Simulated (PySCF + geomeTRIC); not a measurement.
Species: [Zn(SH)2] (charge 0, multiplicity 1).

Task: Give a relaxed geometry from PySCF + geomeTRIC with TPSS-D3(BJ)/def2-SVP.

Result: Several could match; the one computed here: the end point of this relaxation, one of several conformers.
Cartesian coordinates (Å) in one orientation:
```xyz
5

Zn    -0.110    -0.037     0.013
S     -0.558     0.942     1.910
H      0.588     1.672     1.873
S      0.333    -1.038    -1.874
H     -0.329    -0.097    -2.597
```
